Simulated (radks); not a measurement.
Results of a calculation; reference values are marked as such.
Fractional charge and spin in the 5d shell of mercury: the spin-up occupation runs from 4 to 5 and the spin-down occupation from 4 to 5; the fullest corner is Hg, [Xe] 4f14 6s2 5d(up 5, down 5). Code: a radial shooting solver on a logarithmic mesh with Libxc functionals. Model: scalar-relativistic Kohn-Sham, r2SCAN, spin-polarised, spherical densities, finite nucleus; meta-GGA in the generalised Kohn-Sham scheme; Fermi nuclear charge, rms radius of each element as measured or else 0.836 A^(1/3) + 0.57 fm. Energy (eV) above the fullest corner. The planes named below are the two flat planes that join the four corners, with an edge along up + down = one added electron.

down \ up,4,4.25,4.5,4.75,5
4,44.291,35.955,28.427,21.690,15.726
4.25,35.955,28.483,21.801,15.889,10.729
4.5,28.427,21.801,15.943,10.836,6.458
4.75,21.690,15.889,10.836,6.511,2.890
5,15.726,10.729,6.458,2.890,0.000

Corners above the fullest one (they belong to Hg+ and the next ion): (up 5, down 4) 15.726 eV, (up 4, down 5) 15.726 eV, (up 4, down 4) 44.291 eV. With half an added electron in each spin the energy lies 0.217 eV from the planes, and with half an added electron in spin up alone -1.582 eV. The planes are only a guide here: the flat-plane condition holds for ground states with one frontier orbital, while this shell lies below other occupied shells, so the corners above the fullest one are inner-hole states and not the ground states of those ions.
